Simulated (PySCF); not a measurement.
Cl3OW, neutral, multiplicity 2. Atoms are numbered in the order given.

```xyz
5

W      0.0715    -0.2213     0.0000
O     -0.0924    -1.9028     0.0000
Cl     2.1813     0.6642     0.0000
Cl    -1.2244     0.5973    -1.7067
Cl    -1.2244     0.5973     1.7067
```
Charge 0, spin multiplicity 2.

Geometry optimised at B3LYP-D3(BJ)/def2-SVP. The multiplicity is an assumed one; no other spin state was optimised. The isomer is the one that the SMILES or the coordinates give; other isomers of the formula were not compared. The def2 effective core potentials stand for the cores of W; spin–orbit coupling is left out.

These are PBE0/def2-TZVP run with PySCF values and carry that method's errors.

ESP charges are fitted to the potential on shells at 1.4 to 2.0 van der Waals radii. Atomic charges (e):

| atom | Mulliken | Löwdin | ESP fit | Mulliken spin |
|---|---|---|---|---|
| W1 | 1.23 | -0.01 | 0.57 | 0.92 |
| O2 | -0.39 | -0.22 | -0.23 | -0.06 |
| Cl3 | -0.29 | 0.08 | -0.07 | 0.01 |
| Cl4 | -0.27 | 0.08 | -0.13 | 0.06 |
| Cl5 | -0.27 | 0.08 | -0.13 | 0.06 |
